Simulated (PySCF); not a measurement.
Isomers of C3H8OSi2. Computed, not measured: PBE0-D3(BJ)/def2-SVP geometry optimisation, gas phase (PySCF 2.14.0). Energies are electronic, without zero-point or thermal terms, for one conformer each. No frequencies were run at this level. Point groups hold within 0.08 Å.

Question: Order them by energy at this level, lowest first, and give relative energies in kcal/mol.
A. `[CH3:1][O:2][SiH2:3][C:4]#[C:5][SiH3:6]` with C1–O2–Si3–C4 -55°
B. `[CH3:1][C:2]#[C:3][SiH2:4][O:5][SiH3:6]` with C3–Si4–O5–Si6 12°
C. `[O:1]=[CH:2][SiH:3]1[CH2:4][SiH2:5][CH2:6]1` with O1–C2–Si3–C4 123°, C2–Si3–C4–Si5 95°, Si3–C4–Si5–C6 16°, C4–Si5–C6–Si3 -16°, C2–Si3–C6–Si5 -95°

Answer: B (0.0), C (18.3), A (32.7).

| SMILES | E (Eh) | E rel (kcal/mol) | dipole (D) | point group | A, B, C (MHz) |
| --- | --- | --- | --- | --- | --- |
| CC#C[SiH2]O[SiH3] | -772.56834 | 0.0 | 2.38 | – | 3415, 1128, 870.2 |
| O=C[SiH]1C[SiH2]C1 | -772.53917 | 18.3 | 2.54 | near Cs | 4723, 1365, 1319 |
| CO[SiH2]C#C[SiH3] | -772.51619 | 32.7 | 1.22 | C1 | 5252, 810.7, 724.0 |

Q: How do the relative energies change in single points at PBE0/pcSseg-1 (no added dispersion term) on the same geometries?

A: 
```
            SMILES  PBE0-D3(BJ)/def2-SVP (kcal/mol)  PBE0/pcSseg-1 (kcal/mol)  shift
 CC#C[SiH2]O[SiH3]                              0.0                       0.0    0.0
O=C[SiH]1C[SiH2]C1                             18.3                      20.5   +2.2
 CO[SiH2]C#C[SiH3]                             32.7                      32.1   -0.6
```

Each column counts from its own lowest isomer. The order is unchanged; the largest shift is 2.2 kcal/mol.
